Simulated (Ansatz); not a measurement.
C₄H₄F₆O (`FCC(F)(F)OCC(F)(F)F`). The species carries charge 0 and has multiplicity 1.

```xyz
15

F    -1.736   -2.699    1.437
C    -1.612   -1.385    1.090
C    -0.286   -1.166    0.391
F     0.745   -1.534    1.188
F    -0.187   -1.948   -0.710
O    -0.204    0.146    0.064
C     0.976    0.542   -0.603
C     0.870    2.027   -0.858
F     0.762    2.721    0.275
F    -0.181    2.329   -1.621
F     1.973    2.439   -1.492
H    -1.643   -0.762    1.986
H    -2.418   -1.107    0.407
H     1.862    0.361    0.010
H     1.080    0.035   -1.565
```

**Question.** Give the diagnostics of a CCSD(T)/def2-TZVPP run (frozen core, Ansatz 0.2.0). (An estimate is asked.)

**Answer.** The calculation gave: T1 = 0.0118, largest single amplitude 0.016, largest double 0.016, (T) share of the correlation energy 3.3 %, 9 CCSD cycles. The RHF solution is stable towards an unrestricted one. T1 lies under the customary mark of 0.02 for closed shells.
